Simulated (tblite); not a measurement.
Species: C4H15BN2Si.
SMILES with atom numbers: `[BH2:1][CH2:2][N:3]([CH3:4])[SiH2:5][N:6]([CH3:7])[CH3:8]` (hydrogens: H9, H10 on B1; H11, H12 on C2; H13, H14, H15 on C4; H16, H17 on Si5; H18, H19, H20 on C7; H21, H22, H23 on C8)

Cartesian coordinates in Å at the GFN2-xTB level; atoms count from 1:
```xyz
23
C4H15BN2Si angstrom
B     -3.3490    0.1419   -0.5009
C     -2.2196   -0.9043   -0.2066
N     -0.9418   -0.4019    0.2690
C     -1.0146    0.0404    1.6389
Si     0.1481    0.3155   -0.8439
N      1.6800    0.3155   -0.0593
C      2.7419    1.1599   -0.5332
C      2.1830   -0.8623    0.6032
H     -3.1205    1.2867   -0.4877
H     -4.4199   -0.2436   -0.7663
H     -2.5521   -1.6941    0.4835
H     -2.0362   -1.4231   -1.1561
H     -1.2631   -0.8062    2.2892
H     -1.7876    0.8065    1.7757
H     -0.0555    0.4508    1.9418
H      0.0283   -0.5244   -2.0508
H     -0.0579    1.7244   -1.2157
H      2.3271    2.0604   -0.9762
H      3.3951    1.4426    0.2980
H      3.3570    0.6548   -1.2898
H      2.8459   -1.4412   -0.0523
H      2.7541   -0.5767    1.4930
H      1.3525   -1.4944    0.9025
```

All values are computed: GFN2-xTB (tblite) harmonic vibrations without scaling, gas phase. Errors from tens to a few hundred cm⁻¹ against measured bands are possible. Modes of hydrogen on boron and silicon can be 10 to 20 % off. One conformer, not necessarily the lowest.

Harmonic wavenumbers (cm⁻¹): 53.8, 66.6, 78.0, 130.2, 170.8, 176.9, 202.2, 208.6, 230.3, 260.8, 283.1, 298.2, 361.2, 397.9, 434.3, 536.0, 564.3, 630.3, 664.4, 700.2, 791.7, 814.6, 848.9, 864.5, 948.2, 1038.8, 1050.7, 1056.5, 1092.5, 1107.6, 1111.2, 1130.0, 1183.9, 1203.4, 1213.8, 1294.1, 1307.8, 1313.3, 1411.5, 1414.3, 1426.6, 1428.3, 1476.7, 1486.8, 1491.7, 1504.3, 1508.7, 1513.8, 2137.4, 2191.9, 2649.6, 2688.8, 2858.2, 2874.2, 2883.1, 2886.9, 2908.4, 2925.4, 2930.1, 2941.0, 3042.4, 3043.4, 3048.4.

A = 3438, B = 939.5, C = 847.5 MHz; mass 130.110 u (most abundant isotopes); point group C1, symmetry number 1.

Question: Zero-point energy?

Answer: Half the sum of the wavenumbers: 41246 cm⁻¹ = 117.93 kcal/mol.

Question: Entropy at 273.15 K, 1 bar (ideal gas, RRHO, classical rotation)?

Answer: Translation 40.09, rotation 28.89, vibration 34.75: S = 103.7 cal/(mol K).

Question: And Cp and H(273.15 K) − H(0)?

Answer: Cp = 43.51 cal/(mol K), of which vibrations give 35.56 (their classical limit is 63 R = 125.2); H(273.15 K) − H(0) = 7.27 kcal/mol without the zero-point energy, 5.10 from vibrations.

Question: Which modes carry the vibrational entropy at 273.15 K?

Answer: 53.8 cm⁻¹: 4.50; 66.6 cm⁻¹: 4.08; 78.0 cm⁻¹: 3.77; 130.2 cm⁻¹: 2.78; 170.8 cm⁻¹: 2.26; 176.9 cm⁻¹: 2.20 cal/(mol K); the other 57 give 15.17 together.

Question: How do the functions run with temperature in this model?

Answer: 
| T (K) | S (cal/(mol K)) | Cp (cal/(mol K)) | H − H(0) (kcal/mol) | G − H(0) (kcal/mol) | ln q(vib) |
| --- | --- | --- | --- | --- | --- |
| 50 | 59.0 | 14.4 | 0.52 | -2.43 | 0.56 |
| 100 | 71.7 | 22.8 | 1.46 | -5.71 | 2.04 |
| 298.15 | 107.7 | 46.4 | 8.40 | -23.71 | 8.95 |
| 373.15 | 119.0 | 54.7 | 12.19 | -32.21 | 11.47 |
| 500 | 136.8 | 67.5 | 19.96 | -48.45 | 15.63 |
| 750 | 168.0 | 86.3 | 39.34 | -86.66 | 23.39 |
| 1000 | 194.7 | 99.0 | 62.60 | -132.07 | 30.56 |

q(vib) and H(0) count from the zero-point level.

Question: What must be added to the electronic energy to get the Gibbs energy at 273.15 K and 1 bar?

Answer: ZPE + [H(273.15 K) − H(0)] − T·S = 117.93 + 7.27 − 28.34 = 96.86 kcal/mol.

Hindered rotation and anharmonicity are outside this model. Other conformers, if any are populated, would add a mixing term that is left out. The structure is chiral; the term R ln 2 for an equal mix with its mirror image is left out.
